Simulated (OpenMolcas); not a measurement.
## The standard entropy of Si2NH6Cl (SMILES N[SiH]([SiH3])Cl) from a frequency calculation

A singlet with charge 0, relaxed at HF/6-31G* (Cartesian functions) (OpenMolcas 26.06):

```xyz
10

N    -0.5087    1.6470   -0.4831
Si   -0.0905    0.0230   -0.8264
Si    0.6802   -1.0422    1.1160
Cl   -1.6951   -1.1108   -1.5668
H    -1.0730    1.8784    0.3077
H    -0.6491    2.3002   -1.2261
H     0.8842    0.0435   -1.9252
H     0.9006   -2.4786    0.8615
H    -0.3167   -0.8859    2.1961
H     1.9511   -0.4258    1.5493
```

Harmonic wavenumbers in cm⁻¹: 93, 136, 188, 252, 298, 439, 492, 554, 568, 595, 781, 897, 911, 977, 1026, 1031, 1032, 1768, 2368, 2372, 2384, 2415, 3787, 3882.

Masses in u: N 14.007, Si 28.085, Cl 35.45, H 1.008. Take T = 298.15 K, p = 1 bar, R = 8.3145 J/(mol K), kT/hc = 207.22 cm⁻¹, rigid rotor and harmonic oscillator.

**Question.** Compute the standard molar entropy.

**Answer.** 
1. Translation (Sackur–Tetrode): S = R[3/2 ln M + 5/2 ln T − 1.1517] with M = 111.675 gives 167.7 J/(mol K).
2. Rotation: principal moments 128.397, 235.612, 332.421 u Å² give A, B, C = 0.1313, 0.0715, 0.0507 cm⁻¹; the symmetry number is σ = 1; q = (√π/σ)√((kT/hc)³/ABC) = 242344; S = R(ln q + 3/2) = 115.6.
3. Vibration: with u = ν̃/207.22, each mode gives R[u/(eᵘ − 1) − ln(1 − e⁻ᵘ)]; the sum is 65.7, most from 93 cm⁻¹ (15.0), 136 cm⁻¹ (12.0), 188 cm⁻¹ (9.4).
4. Spin and the two mirror images of this shape: R ln 2 = 5.8.
5. Sum: 167.7 + 115.6 + 65.7 + 5.8 = 354.8 J/(mol K).

No measured value is set beside it here. Where a soft mode is a torsion, a harmonic oscillator describes it poorly. One conformer is counted; others would raise S. Unscaled Hartree–Fock wavenumbers run high.
